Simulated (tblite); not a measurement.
C4H14N2SSi2.
Atom-mapped SMILES: `[CH3:1][N:2]1[CH2:3][CH2:4][Si@@:5]1([NH2:6])[CH2:7][S:8][SiH3:9]` (hydrogens: H10, H11, H12 on C1; H13, H14 on C3; H15, H16 on C4; H17, H18 on N6; H19, H20 on C7; H21, H22, H23 on Si9)

Geometry (GFN2-xTB, Å), atoms numbered from 1 in this order:
```
atom  x, y, z in Å
C1    -1.138   -1.712    0.975
N2    -1.157   -0.366    0.484
C3    -2.389    0.403    0.482
C4    -1.844    1.661   -0.192
Si5   -0.191    0.732   -0.423
N6     0.289    0.264   -2.006
C7     1.372    1.389    0.444
S8     2.930    0.832   -0.328
Si9    2.983   -1.225    0.232
H10   -1.809   -2.357    0.393
H11   -0.127   -2.109    0.905
H12   -1.459   -1.743    2.023
H13   -2.766    0.566    1.497
H14   -3.173   -0.093   -0.102
H15   -1.849    2.527    0.461
H16   -2.371    1.919   -1.103
H17   -0.372    0.107   -2.748
H18    1.193    0.534   -2.356
H19    1.419    2.473    0.387
H20    1.411    1.108    1.493
H21    4.333   -1.625   -0.130
H22    1.961   -1.958   -0.504
H23    2.748   -1.301    1.671
```

All values are computed: GFN2-xTB (tblite) harmonic vibrations without scaling, gas phase. This tight-binding method is rough: wavenumbers can miss measured ones by several per cent, in bad cases by 10 to 20. Modes of hydrogen on silicon can be 10 to 20 % off. One conformer, not necessarily the lowest.

Harmonic wavenumbers (cm⁻¹): 43.0, 48.5, 67.0, 91.6, 127.2, 133.4, 151.7, 159.0, 169.8, 185.8, 212.6, 240.1, 262.0, 317.0, 369.5, 514.2, 518.1, 532.9, 559.7, 614.7, 679.9, 708.4, 712.9, 746.9, 749.9, 757.9, 774.3, 793.7, 842.8, 908.1, 932.0, 998.9, 1051.2, 1083.7, 1099.9, 1127.0, 1155.5, 1184.5, 1186.6, 1227.8, 1253.6, 1333.2, 1408.9, 1439.7, 1476.5, 1479.1, 1483.6, 1502.1, 1510.8, 2288.3, 2309.5, 2355.0, 2878.0, 2884.3, 2918.5, 2925.4, 2996.2, 3015.4, 3025.3, 3038.7, 3046.1, 3466.0, 3516.2.

A = 1603, B = 645.2, C = 543.8 MHz; mass 178.042 u (most abundant isotopes); point group C1, symmetry number 1.

Task: What is the zero-point energy?

Result: ½Σν̃ = 38795 cm⁻¹ = 110.92 kcal/mol.

Task: Entropy at 298.15 K, 1 bar (ideal gas, RRHO, classical rotation)?

Result: Translation 41.46, rotation 30.73, vibration 47.54: S = 119.7 cal/(mol K).

Task: And Cp and H(298.15 K) − H(0)?

Result: Cp = 52.31 cal/(mol K), of which vibrations give 44.37 (their classical limit is 63 R = 125.2); H(298.15 K) − H(0) = 9.58 kcal/mol without the zero-point energy, 7.21 from vibrations.

Task: How do the functions run with temperature in this model?

Result: 
```
T (K)  S (cal/(mol K))  Cp (cal/(mol K))  H − H(0) (kcal/mol)  G − H(0) (kcal/mol)  ln q(vib)
  100             78.8              26.8                 1.71                -6.17       3.10
  200            101.5              39.9                 5.05               -15.24       7.61
  300            120.0              52.5                 9.68               -26.33      11.82
  500            152.1              73.4                22.40               -53.64      19.59
  800            191.3              93.1                47.63              -105.37      30.01
 1000            213.0             101.7                67.15              -145.85      36.22
```

q(vib) and H(0) count from the zero-point level.

Task: What must be added to the electronic energy to get the Gibbs energy at 298.15 K and 1 bar?

Result: ZPE + [H(298.15 K) − H(0)] − T·S = 110.92 + 9.58 − 35.70 = 84.80 kcal/mol.

Task: Which modes carry the vibrational entropy at 298.15 K?

Result: 43.0 cm⁻¹: 5.12; 48.5 cm⁻¹: 4.88; 67.0 cm⁻¹: 4.24; 91.6 cm⁻¹: 3.63; 127.2 cm⁻¹: 2.99; 133.4 cm⁻¹: 2.90 cal/(mol K); the other 57 give 23.79 together.

Task: Blend soft modes into free rotors: weight 1/[1 + (100 cm⁻¹/ν̃)⁴] for the oscillator and the rest for a rotor with moment μB/(μ + B), μ = h/(8π²ν), B = 10⁻⁴⁴ kg m². What vibrational entropy results?

Result: 43.48 cal/(mol K) in place of 47.54, which changes −T·S at 298.15 K by +1.21 kcal/mol.

Hindered rotation and anharmonicity are outside this model. Other conformers, if any are populated, would add a mixing term that is left out. The structure is chiral; the term R ln 2 for an equal mix with its mirror image is left out.
